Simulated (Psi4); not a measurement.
# What SnH2F2 (SMILES [F][SnH2][F]) costs in Psi4

SnH2F2 has 5 atoms, charge 0, and is taken as a singlet. As SMILES, `[F][SnH2][F]`. Geometry: relaxed at PBE0-D4/def2-TZVP.

```xyz
5

F    -0.3435   -0.3563    1.7414
Sn    0.1289   -0.0732   -0.0862
F    -1.2312    1.1107   -0.7124
H    -0.0874   -1.5471   -0.8891
H     1.5832    0.7921   -0.0950
```

Program: Psi4 1.11. Hardware: 1 thread of Intel Xeon at 2.50GHz (Skylake/Cascade Lake), shared host, so times are rough. Two-electron integrals are exact unless an approximation is named.

(1) Estimate their order by wall time, quickest first.
A. energy at DSD-PBEP86/def2-SVP (core potential, density fitting for correlation), 6 core orbitals frozen, grid 99 radial × 590 angular
B. energy at HF/STO-3G
C. gradient at HSE06/def2-SVP (core potential), grid 99 radial × 590 angular

## Answers

(1) B (4.5 s), A (15 s), C (55 s).
